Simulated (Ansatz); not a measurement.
GeI$_{3}$, doublet, at a GFN2-xTB geometry (core potentials on I); B3LYP/def2-SV(P) (Ansatz, an electronic-structure program).

The Ansatz input:
Ansatz 0.2 input:
```yaml
crystal:
  periodic: [false, false, false]
  atoms:
    - {symbol: I, position_ang: [2.25206705, -0.94421030, -0.11161709]}
    - {symbol: Ge, position_ang: [-0.01119006, 0.00978107, 0.77507200]}
    - {symbol: I, position_ang: [-1.93899559, -1.47944112, -0.16537093]}
    - {symbol: I, position_ang: [-0.30631520, 2.41774587, -0.19097999]}
basis:
  gaussian:
    orbitals: def2-SV_P_.json
hamiltonian:
  xc: b3lyp
magnetization: {spin_polarized: true, initial_magnetization: 1}
```
The basis file holds def2-SV(P) in the JSON format of the Basis Set Exchange.

Task: Write the output that Ansatz gives for this input, abridged.

Result: 
```
Functional definition: B3LYP
1321 factors; integrals over basis functions are off by at most 2.3e-4 eV
mean field evaluation 1: about -80824.3391 eV, gradient 1.3e1 eV
mean field evaluation 2: about -80822.0075 eV, gradient 2.5e1 eV
mean field evaluation 4: about -80825.1892 eV, gradient 6.7e-1 eV
mean field evaluation 8: about -80825.2121 eV, gradient 1.4e-2 eV
mean field evaluation 16: about -80825.2121 eV, gradient 3.7e-5 eV
mean field -80825.21213830 eV, -2970.2717607862 hartree, gradient 3.2e-5 eV, S^2 0.755144; 1 other end points of the search recorded, 0 dependent functions left out
reference -80825.21238208 eV, -2970.2717697448 hartree; 54, 53 occupied and 56, 57 virtual orbitals, 1321 factors
Total energy: -80825.21238208 eV, -2970.2717697448 hartree
```
